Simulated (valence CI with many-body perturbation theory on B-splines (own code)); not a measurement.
## E1 transitions of Hg⁷⁵⁺

Calculated by valence CI with perturbative core correlation (CI+MBPT): three valence electrons over a frozen Dirac-Fock core [He], radial functions for each j: 11 s, 11 p, 9 d, 7 f, 5 g, 2 h, 1 i, with the one-electron correlation potential Σ1 (screened to all orders), the two-electron term Σ2, the three-electron term Σ3, Breit, model QED; selected single and double excitations, second order for the rest (own B-spline code, finite nucleus).

No measured spectrum was set against this ion. As an estimate, large intervals hold to a few tenths of a per cent, small ones and those within an open d or f shell to about a per cent.

Lines 201 to 250 of 295 in falling wavelength, among levels below 1209.0 Ry, chosen from the strongest by gf and those to the six lowest levels. Wavelengths and rates use the calculated energies. Electric multipoles are in the length gauge, E1 and E2 with the static RPA response of the core. Weak lines are less certain than strong ones. Lines between different terms over intervals too small for the method are left out, as are lines whose strength nearly cancels. The highest levels of a list are the least certain.

Levels are named by their leading jj configuration (3d3/2^4 stands for four electrons in 3d with j = 3/2), which in mixed levels can hold well under half, so a name can repeat and another be missing. Letters in brackets count levels of one name in rising energy.

```
λ vac (Å)                          Upper                       Lower   A (s⁻¹)  S (a.u.) with core polarisation  S without
   0.9725        (2s 2p1/2 3s) J=1/2 [b]          (2s 2p1/2^2) J=1/2  1.97e+13                         1.79e-05   1.79e-05
   0.9712            (2s 2p3/2 3s) J=1/2      (2s 2p1/2 2p3/2) J=1/2  1.62e+13                         1.46e-05   1.46e-05
   0.9709        (2s 2p3/2 3s) J=3/2 [a]      (2s 2p1/2 2p3/2) J=5/2  6.11e+13                         1.10e-04   1.10e-04
   0.9706        (2s 2p3/2 3s) J=3/2 [b]      (2s 2p1/2 2p3/2) J=1/2  3.30e+13                         5.96e-05   5.94e-05
   0.9701            (2s 2p3/2 3s) J=5/2  (2s 2p1/2 2p3/2) J=3/2 [a]  5.33e+13                         1.44e-04   1.44e-04
   0.9697                (2s^2 3s) J=1/2          (2s^2 2p1/2) J=1/2  9.18e+13                         8.26e-05   8.23e-05
   0.9677        (2s 2p3/2 3s) J=3/2 [a]  (2s 2p1/2 2p3/2) J=3/2 [a]  1.62e+13                         2.89e-05   2.88e-05
   0.9492      (2p1/2 2p3/2 3p1/2) J=1/2      (2s 2p1/2 2p3/2) J=1/2  1.20e+14                         1.01e-04   1.01e-04
   0.9488  (2p1/2 2p3/2 3p1/2) J=3/2 [a]      (2s 2p1/2 2p3/2) J=1/2  3.46e+14                         5.84e-04   5.83e-04
   0.9480      (2p1/2 2p3/2 3p1/2) J=5/2  (2s 2p1/2 2p3/2) J=3/2 [b]  5.13e+14                         1.29e-03   1.29e-03
   0.9478     (2s 2p1/2 3p1/2) J=1/2 [a]          (2s^2 2p1/2) J=1/2  2.87e+14                         2.41e-04   2.41e-04
   0.9456         (2s 2p1/2 3p1/2) J=3/2          (2s^2 2p1/2) J=1/2  7.20e+14                         1.20e-03   1.20e-03
   0.9455     (2s 2p3/2 3p1/2) J=3/2 [a]          (2s^2 2p3/2) J=3/2  2.51e+14                         4.20e-04   4.19e-04
   0.9454         (2s 2p3/2 3p1/2) J=5/2          (2s^2 2p3/2) J=3/2  6.52e+14                         1.63e-03   1.63e-03
   0.9440          (2p1/2^2 3p1/2) J=1/2          (2s 2p1/2^2) J=1/2  1.20e+15                         9.95e-04   9.95e-04
   0.9439  (2p1/2 2p3/2 3p1/2) J=3/2 [b]      (2s 2p1/2 2p3/2) J=1/2  1.13e+14                         1.88e-04   1.88e-04
   0.9429  (2p1/2 2p3/2 3p1/2) J=3/2 [a]      (2s 2p1/2 2p3/2) J=5/2  2.25e+14                         3.73e-04   3.73e-04
   0.9420      (2p1/2 2p3/2 3p1/2) J=5/2      (2s 2p1/2 2p3/2) J=5/2  5.07e+14                         1.26e-03   1.25e-03
   0.9418     (2s 2p1/2 3p1/2) J=1/2 [b]          (2s^2 2p1/2) J=1/2  3.84e+14                         3.17e-04   3.17e-04
   0.9403      (2p1/2 2p3/2 3p1/2) J=1/2  (2s 2p1/2 2p3/2) J=3/2 [a]  8.76e+14                         7.19e-04   7.18e-04
   0.9399  (2p1/2 2p3/2 3p1/2) J=3/2 [a]  (2s 2p1/2 2p3/2) J=3/2 [a]  5.36e+14                         8.78e-04   8.78e-04
   0.9397             (2s^2 3p3/2) J=3/2          (2s 2p1/2^2) J=1/2  9.96e+12                         1.63e-05   1.63e-05
   0.9390      (2p1/2 2p3/2 3p1/2) J=5/2  (2s 2p1/2 2p3/2) J=3/2 [a]  8.64e+13                         2.12e-04   2.12e-04
   0.9384         (2s 2p3/2 3p1/2) J=1/2          (2s^2 2p3/2) J=3/2  6.39e+14                         5.21e-04   5.21e-04
   0.9383     (2s 2p3/2 3p1/2) J=3/2 [b]          (2s^2 2p3/2) J=3/2  4.10e+14                         6.69e-04   6.69e-04
   0.9381  (2p1/2 2p3/2 3p1/2) J=3/2 [b]      (2s 2p1/2 2p3/2) J=5/2  5.94e+14                         9.67e-04   9.67e-04
   0.9351  (2p1/2 2p3/2 3p1/2) J=3/2 [b]  (2s 2p1/2 2p3/2) J=3/2 [a]  4.70e+13                         7.59e-05   7.59e-05
   0.9287         (2p1/2 2p3/2 3s) J=5/2          (2s^2 2p3/2) J=3/2  2.05e+12                         4.86e-06   4.85e-06
   0.9276             (2p1/2^2 3s) J=1/2          (2s^2 2p1/2) J=1/2  5.99e+12                         4.72e-06   4.71e-06
   0.9234  (2p1/2 2p3/2 3d3/2) J=3/2 [a]       (2p1/2^2 2p3/2) J=3/2  3.72e+14                         5.79e-04   5.79e-04
   0.9219     (2s 2p3/2 3d3/2) J=3/2 [a]      (2s 2p1/2 2p3/2) J=1/2  5.28e+12                         8.17e-06   8.18e-06
   0.9216     (2s 2p1/2 3d3/2) J=3/2 [a]          (2s 2p1/2^2) J=1/2  2.87e+14                         4.44e-04   4.44e-04
   0.9211  (2p1/2 2p3/2 3d3/2) J=5/2 [b]       (2p1/2^2 2p3/2) J=3/2  2.70e+15                         6.24e-03   6.24e-03
   0.9207  (2p1/2 2p3/2 3d3/2) J=3/2 [b]       (2p1/2^2 2p3/2) J=3/2  2.43e+15                         3.74e-03   3.74e-03
   0.9199  (2p1/2 2p3/2 3d3/2) J=1/2 [b]       (2p1/2^2 2p3/2) J=3/2  2.74e+15                         2.11e-03   2.11e-03
   0.9180     (2s 2p1/2 3d3/2) J=3/2 [b]          (2s 2p1/2^2) J=1/2  2.60e+15                         3.97e-03   3.97e-03
   0.9177         (2s 2p1/2 3d3/2) J=1/2          (2s 2p1/2^2) J=1/2  2.69e+15                         2.05e-03   2.05e-03
   0.9167     (2s 2p3/2 3d3/2) J=5/2 [a]      (2s 2p1/2 2p3/2) J=5/2  1.13e+15                         2.57e-03   2.57e-03
   0.9163     (2s 2p3/2 3d3/2) J=3/2 [a]      (2s 2p1/2 2p3/2) J=5/2  4.14e+14                         6.29e-04   6.29e-04
   0.9161         (2s 2p3/2 3d3/2) J=7/2      (2s 2p1/2 2p3/2) J=5/2  2.17e+15                         6.59e-03   6.59e-03
   0.9157     (2s 2p3/2 3d3/2) J=3/2 [b]  (2s 2p1/2 2p3/2) J=3/2 [b]  9.77e+14                         1.48e-03   1.48e-03
   0.9155     (2s 2p3/2 3d3/2) J=3/2 [b]      (2s 2p1/2 2p3/2) J=1/2  1.17e+15                         1.78e-03   1.78e-03
   0.9153     (2s 2p3/2 3d3/2) J=5/2 [b]  (2s 2p1/2 2p3/2) J=3/2 [b]  2.11e+15                         4.78e-03   4.79e-03
   0.9144     (2s 2p3/2 3d3/2) J=1/2 [b]      (2s 2p1/2 2p3/2) J=1/2  1.95e+15                         1.47e-03   1.47e-03
   0.9139     (2s 2p3/2 3d3/2) J=5/2 [a]  (2s 2p1/2 2p3/2) J=3/2 [a]  1.00e+15                         2.26e-03   2.26e-03
   0.9136             (2s^2 3d3/2) J=3/2          (2s^2 2p1/2) J=1/2  2.16e+15                         3.25e-03   3.25e-03
   0.9134     (2s 2p3/2 3d3/2) J=3/2 [a]  (2s 2p1/2 2p3/2) J=3/2 [a]  1.67e+15                         2.52e-03   2.52e-03
   0.9130     (2s 2p3/2 3d3/2) J=1/2 [a]  (2s 2p1/2 2p3/2) J=3/2 [a]  2.07e+15                         1.56e-03   1.56e-03
   0.9100     (2s 2p3/2 3d3/2) J=3/2 [b]      (2s 2p1/2 2p3/2) J=5/2  5.63e+12                         8.38e-06   8.38e-06
   0.9098     (2s 2p3/2 3d5/2) J=3/2 [a]      (2s 2p1/2 2p3/2) J=1/2  1.50e+13                         2.23e-05   2.23e-05
```
